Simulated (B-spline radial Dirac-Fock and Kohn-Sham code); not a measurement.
# Core-level shifts of platinum with charge state

The computed values come from a radial atomic solver: Dirac-Fock ΔSCF + Breit + QED. Each ion is free and in its tabulated ground configuration. The model has no electron correlation.

Reference: Pt¹⁶⁺, [Kr] 4d10 4f14 5s2, with K 78760.8 eV, L2 13638.2 eV, M2 3387.4 eV, M5 2479.3 eV, N5 664.1 eV, Kα1 (K-L3) 66832.7 eV, Kβ1 (K-M3) 75754.0 eV, Lα1 (L3-M5) 9448.8 eV. Shifts from it, in eV (a dash: the subshell is empty, belongs to an open shell averaged over j, or its hole state is left out as unreliable):

```
  ion   configuration       K      L2      M2      M5      N5    Kα1     Kβ1    Lα1
Pt²⁰⁺  [Kr] 4d10 4f12  +165.2  +164.4  +163.8  +163.8  +146.5  +0.77   +1.78  +0.69
Pt²¹⁺  [Kr] 4d10 4f11  +215.4  +215.5  +215.8  +215.6  +190.6  -0.29   -0.01   0.00
Pt²²⁺  [Kr] 4d10 4f10  +267.1  +268.1  +269.5  +269.1  +235.6  -1.41   -1.81  -0.65
Pt²³⁺   [Kr] 4d10 4f9       ?       ?       ?       ?       ?      ?       ?      ?
Pt²⁴⁺   [Kr] 4d10 4f8  +375.0  +378.1  +381.4  +380.7  +328.7  -3.84   -5.38  -1.80
Pt²⁵⁺   [Kr] 4d10 4f7  +431.3  +435.4  +439.6  +438.7  +376.6  -5.15   -7.14  -2.29
Pt²⁶⁺   [Kr] 4d10 4f6  +489.0  +494.3  +499.3  +498.2  +425.5  -6.52   -8.86  -2.70
Pt²⁷⁺   [Kr] 4d10 4f5  +548.2  +554.7  +560.5  +559.2  +475.3  -7.94  -10.53  -3.04
Pt²⁸⁺   [Kr] 4d10 4f4  +609.0  +616.7  +623.2  +621.7  +526.1  -9.43  -12.16  -3.30
```

Question: Give the missing shifts for Pt²³⁺.

Answer: K +320.3, L2 +322.3, M2 +324.6, M5 +324.1, N5 +281.6, Kα1 -2.59, Kβ1 -3.60, Lα1 -1.25 (eV).

Over this range K (1s) moves by +609.0 eV and Kα1 by -9.4 eV: a line is a difference of two levels that shift in the same direction.
